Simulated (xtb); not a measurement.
Al(F)(H)(SH) (AlFH2S), SMILES [F][AlH][SH]. All values are semi-empirical tight-binding results from xtb (GFN2-xTB unless named), good for trends rather than for accurate numbers. Coordinates come from a GFN2-xTB optimisation. Other conformers were not sampled.

Optimised geometry:

```xyz
5

Al    -0.4513     0.5865     0.0000
F      0.5346     1.9012     0.0000
H     -1.9319     0.8979     0.0000
S      0.2493    -1.4812     0.0000
H     -1.0018    -1.9335     0.0000
```
Charge 0, spin multiplicity 1.

For metal compounds this method's bond lengths and energies can be far off.

The point group as xtb finds it is Cs. The orbital gap is 4.14 eV. The zero-point energy comes out as 10.6 kcal/mol and the G − E(el) at 298.15 K (modified RRHO) is -7.1 kcal/mol.

Computed atomic charges and the Wiberg bond orders between heavy atoms:
charges (e) Al1 0.45, F2 -0.24, H3 -0.12, S4 -0.29, H5 0.19. Bond orders Al1–F2 1.28, Al1–S4 1.27.
